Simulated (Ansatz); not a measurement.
Abridged output of a molecular run in Ansatz:

```
Functional definition: HF
1492 factors; integrals over basis functions are off by at most 7.7e-4 eV
mean field evaluation 1: about -14090.9925 eV, gradient 4.1e1 eV
mean field evaluation 2: about -14091.3115 eV, gradient 4.1e1 eV
mean field evaluation 4: about -14095.0263 eV, gradient 4.8e0 eV
mean field evaluation 8: about -14095.1132 eV, gradient 5.0e-1 eV
mean field evaluation 16: about -14095.1150 eV, gradient 2.6e-6 eV
mean field -14095.11497394 eV, -517.9859212803 hartree, gradient 2.6e-6 eV, S^2 0.000000; 0 other end points of the search recorded, 0 dependent functions left out
9 core orbitals not correlated: weight in the atoms' cores, before any rotation towards them, 1.000 or more for the frozen orbitals, at most 0.000 for the correlated occupied ones
reference -14095.11497394 eV, -517.9859212803 hartree; 15, 15 occupied and 226, 226 virtual orbitals, 1492 factors
second order -25.01448657 eV of doubles, -0.00000000 eV of singles
cycle   1  -25.11155467 eV  change   -9.7e-2 eV  update   1.3e-1
cycle   2  -25.82358692 eV  change   -7.1e-1 eV  update   3.9e-2
cycle   3  -26.00433371 eV  change   -1.8e-1 eV  update   2.1e-2
cycle   4  -25.98170810 eV  change    2.3e-2 eV  update   5.1e-3
cycle   5  -25.98126630 eV  change    4.4e-4 eV  update   2.4e-3
cycle   6  -25.98216086 eV  change   -8.9e-4 eV  update   6.6e-4
cycle   7  -25.98170537 eV  change    4.6e-4 eV  update   3.1e-4
cycle   8  -25.98160186 eV  change    1.0e-4 eV  update   1.1e-4
cycle   9  -25.98166344 eV  change   -6.2e-5 eV  update   4.5e-5
cycle  10  -25.98165158 eV  change    1.2e-5 eV  update   1.8e-5
perturbative correction -1.06534621 eV, -0.0391507510 hartree
Total energy: -14122.16197173 eV, -518.9798801159 hartree
```

Its atoms:

```xyz
11

O     0.083   -2.236   -0.438
C    -0.584   -1.820    0.464
O    -0.449   -0.637    1.059
C     0.599    0.213    0.560
Si   -0.036    1.383   -0.789
H    -1.413   -2.365    0.938
H     0.954    0.779    1.423
H     1.420   -0.400    0.181
H    -0.622    0.606   -1.908
H    -1.069    2.285   -0.218
H     1.114    2.191   -1.272
```

Which basis set was used?
A. cc-pV(D+d)Z
B. def2-TZVPPD
C. cc-pV(Q+d)Z
D. def2-TZVPP

D. It gives 250 functions.

Write the keys of the input that set method, charge and spin (a neutral closed shell needs none for the last two).


```yaml
correlation: {method: ccsd_t}
```
